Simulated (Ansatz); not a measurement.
Spectroscopic constants of NaS, multiplicity 2 (lowest of 2S+1 = 2, 4 at CCSD(T)/def2-TZVPP on PBE0 minima; our sources give no spin for the ground state, which may be another).

```
level                 bond energy D_e (kcal/mol)  minus CCSD(T)/def2-QZVPP
--------------------  --------------------------  ------------------------
SVWN5/def2-TZVPP                           67.78                      7.96
PBE/def2-TZVPP                             59.96                      0.14
r2SCAN/def2-TZVPP                          61.46                      1.64
B97M-V/def2-TZVPP                          61.50                      1.68
B3LYP/def2-TZVPP                           58.41                     -1.40
PBE0/def2-TZVPP                            58.28                     -1.54
CAM-B3LYP/def2-TZVPP                       58.93                     -0.89
wB97X-V/def2-TZVPP                         62.16                      2.35
wB97M-V/def2-TZVPP                         62.40                      2.58
B2PLYP/def2-TZVPP                          57.64                     -2.17
CCSD/def2-TZVPP                            54.02                     -5.79
CCSD/def2-QZVPP                            57.90                     -1.92
CCSD(T)/def2-TZVPP                         55.51                     -4.31
CCSD(T)/def2-QZVPP                         59.81                      0.00
```

 The comparison column counts from a level with limits of its own.

The rows run from 54.02 (CCSD/def2-TZVPP) to 67.78 kcal/mol (SVWN5/def2-TZVPP). From def2-TZVPP to def2-QZVPP CCSD(T) changes by 4.31. The 10 functionals in def2-TZVPP without D3 or D4 span 10.13, from B2PLYP to SVWN5.

D_e counts from the fitted minimum to each atom's lowest state at the same level, without counterpoise.

Correlated levels freeze the inner cores; with def2 sets outer-core shells near the valence are correlated too.

Programs: Ansatz (Gaussian orbitals). Values without a source in brackets are computed.

Ansatz is a quantum-chemistry and plane-wave program.
